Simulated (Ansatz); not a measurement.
```yaml
crystal:
  periodic: [false, false, false]
  atoms:
    - {symbol: Si, position_ang: [0.028180, 1.416944, -1.811312]}
    - {symbol: Al, position_ang: [0.885402, -0.112565, -0.096163]}
    - {symbol: Cl, position_ang: [2.951984, -0.529517, -0.118402]}
    - {symbol: Sn, position_ang: [-0.540065, -1.307378, 1.801346]}
    - {symbol: H, position_ang: [-1.010113, 0.725459, -2.628086]}
    - {symbol: H, position_ang: [-0.628444, 2.586520, -1.160022]}
    - {symbol: H, position_ang: [1.092071, 1.917674, -2.722796]}
    - {symbol: H, position_ang: [-1.766373, -2.291326, 1.124968]}
    - {symbol: H, position_ang: [0.406123, -2.296830, 2.821973]}
    - {symbol: H, position_ang: [-1.335666, -0.160182, 2.791494]}
basis:
  gaussian: {orbitals: STO-3G, fitting: {mean_field: cc-pVTZ-jkfit}, nuclear_model: gaussian}
magnetization: {spin_polarized: true, initial_magnetization: 0}
hamiltonian: {xc: {name: PBE1PBE}}
output: {forces: true}
```

```sh
$ ansatz run in.yaml --threads 4 --pin off --events-out ev --progress --plain --max-ram 10444MiB
```

It prints (some lines left out):

```
Error: YAML parse error: error: line 17 column 19: hamiltonian.xc: no functional is named "PBE1PBE"; the names, which are not case-sensitive, are SVWN5, SPW92, PBE, PBE0, PBEsol, revPBE, revPBE0, RPBE, rPW86-PBE, HSE06, wPBEh, LC-wPBE, HISS, HF, BLYP, B3LYP, B3LYP5, BHLYP, CAM-B3LYP, r2SCAN, r2SCANh, r2SCAN0, r2SCAN50, m-r2SCAN, B97, wB97, wB97X, wB97X-V, B97M-V, wB97M-V, B2PLYP, B2GP-PLYP, PBE0-DH, PBE-QIDH
15 |   gaussian: {orbitals: STO-3G, fitting: {mean_field: cc-pVTZ-jkfit}, nuclear_model:…
16 | magnetization: {spin_polarized: true, initial_magnetization: 0}
17 | hamiltonian: {xc: {name: PBE1PBE}}
18 | output: {forces: true}
```

Task: Something in this input is off. What?

Result: The method's name isn't one that the program takes here. The input was rejected before any iteration.

HSE06 is defined as in plane-wave codes.
